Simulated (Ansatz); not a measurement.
Job for Ansatz (a program for electronic structure): R-wB97M-V/def2-TZVPP on CH4BrIn (SMILES [CH3][InH][Br]), a point of a torsion scan. Elements past Kr take the def2 small-core potentials; no spin–orbit coupling.

Ansatz 0.2 input:
```yaml
crystal:
  periodic: [false, false, false]
  atoms:
    - {symbol: C, position_ang: [-1.17324079, -0.18690124, 0.07863575]}
    - {symbol: In, position_ang: [0.66878172, 0.50446580, 1.10589224]}
    - {symbol: Br, position_ang: [1.15622864, 2.92955420, 0.92854945]}
    - {symbol: H, position_ang: [-1.21898091, 0.35499800, -0.86540530]}
    - {symbol: H, position_ang: [-2.02882128, 0.08492531, 0.69467258]}
    - {symbol: H, position_ang: [-1.16514016, -1.25902267, -0.09692987]}
    - {symbol: H, position_ang: [1.87542188, -0.31951164, 2.04310914]}
basis:
  gaussian:
    orbitals: def2-TZVPP
hamiltonian:
  xc: {name: wB97M-V}
scf: {lower_state_search: off}
```

The head of its log:

```
WARN ansatz: RAYON_NUM_THREADS=1 ignored (pool sized by the plan → 1); use --threads N
Functional definition: wB97M-V
these checks for a lower state are left out or cut short: stability, starts, cluster_reference, orbital_swaps, neighbouring_geometries, increment
integrals: 0.15 GiB planned
1248 factors; their error is unknown
integrals: 0.18 GiB planned
259 factors; integrals over basis functions are off by at most 4.7e-5 eV
mean field: 1.24 GiB planned
mean field evaluation 1: about -76313.6247 eV, gradient 4.1e1 eV
mean field evaluation 2: about -76314.6818 eV, gradient 3.6e1 eV
```

**Question.** Give the final energy of this run.

**Answer.** -2804.6349 hartree.
